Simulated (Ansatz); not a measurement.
Geometry optimisation, DFT PBE, scalar-relativistic, plane waves, PAW (Ansatz 0.2.0).

The input (input.yaml):

```yaml
crystal:
  lattice:
    - [4.58, 0.0, 0.0]
    - [3.435, 5.949595, 0.0]
    - [0.0, 0.0, 16.58843]
  atoms:
    - { symbol: Be, position: [0.0, 0.0, 0.060283] }
    - { symbol: Be, position: [0.5, 0.0, 0.060283] }
    - { symbol: Be, position: [0.0, 0.3333333, 0.060283] }
    - { symbol: Be, position: [0.5, 0.3333333, 0.060283] }
    - { symbol: Be, position: [0.0, 0.6666667, 0.060283] }
    - { symbol: Be, position: [0.5, 0.6666667, 0.060283] }
    - { symbol: Be, position: [-0.1666667, 0.2222222, 0.1684436] }
    - { symbol: Be, position: [0.3333333, 0.2222222, 0.1684436] }
    - { symbol: Be, position: [-0.1666667, 0.5555556, 0.1684436] }
    - { symbol: Be, position: [0.3333333, 0.5555556, 0.1684436] }
    - { symbol: Be, position: [-0.1666667, 0.8888889, 0.1684436] }
    - { symbol: Be, position: [0.3333333, 0.8888889, 0.1684436] }
    - { symbol: Be, position: [0.0, 0.0, 0.2766042] }
    - { symbol: Be, position: [0.5, 0.0, 0.2766042] }
    - { symbol: Be, position: [0.0, 0.3333333, 0.2766042] }
    - { symbol: Be, position: [0.5, 0.3333333, 0.2766042] }
    - { symbol: Be, position: [0.0, 0.6666667, 0.2766042] }
    - { symbol: Be, position: [0.5, 0.6666667, 0.2766042] }
    - { symbol: C, position: [0.6417545, 0.4570218, 0.351958] }
basis:
  ecutwfc: 420.0
kpoints:
  mp_grid: { grid: [4, 3, 1] }
hamiltonian:
  xc: pbe
scf:
  occupations: { method: gaussian, width: 0.05 }
  lower_state_search: "off"
relax:
  f_tol: 0.03
  max_steps: 60
  adjacent_minimum: "off"
  constraints: [{ sites: [0, 1, 2, 3, 4, 5] }]
```

Launched with:

```bash
$ ansatz run input.yaml --threads 1 --pin off --max-ram 3072MiB --backend cpu --events-out ev --progress --plain --runs-dir out
```

Q: Where does it end, and by what steps?

A: The forces met the threshold. Limits of this set-up: coarse k mesh, thin slab, slab without dipole correction. After 12 steps the energy has fallen by 0.890 eV; C19 moved furthest, 0.85 Å. Joined: Be13–C19.

| step | energy less start (eV) | largest force component (eV/Å) | accepted |
| --- | --- | --- | --- |
| 0 | 0.0000 | 1.463 | yes |
| 1 | -0.1709 | 1.080 | yes |
| 2 | -0.2871 | 0.595 | yes |
| 3 | -0.3866 | 0.282 | yes |
| 4 | -0.5185 | 0.611 | yes |
| 5 | -0.6999 | 0.773 | yes |
| 6 | -0.7920 | 1.325 | yes |
| 7 | -0.8526 | 0.306 | yes |
| 8 | -0.8785 | 0.153 | yes |
| 9 | -0.8886 | 0.046 | yes |
| 10 | -0.8894 | 0.034 | yes |
| 11 | -0.8898 | 0.034 | yes |
| 12 | -0.8903 | 0.015 | yes |

```xyz
19
Lattice="4.5800 0.0000 0.0000 3.4350 5.9496 0.0000 0.0000 0.0000 16.5884" Properties=species:S:1:pos:R:3
Be 0.000 0.000 1.000
Be 2.290 0.000 1.000
Be 1.145 1.983 1.000
Be 3.435 1.983 1.000
Be 2.290 3.966 1.000
Be 4.580 3.966 1.000
Be -0.018 1.353 2.824
Be 2.287 1.290 2.847
Be 1.174 3.392 2.842
Be 3.431 3.344 2.809
Be 2.290 5.315 2.798
Be 4.515 5.281 2.908
Be -0.057 0.218 5.067
Be 2.311 -0.117 4.664
Be 1.297 1.883 4.602
Be 3.286 1.996 4.590
Be 2.420 4.130 4.617
Be 4.643 3.644 4.939
C 4.582 1.924 5.560
```

Whether the end is a true minimum wasn't checked by a vibrational analysis.

The run took 82 s on 1 CPU thread of a shared host.
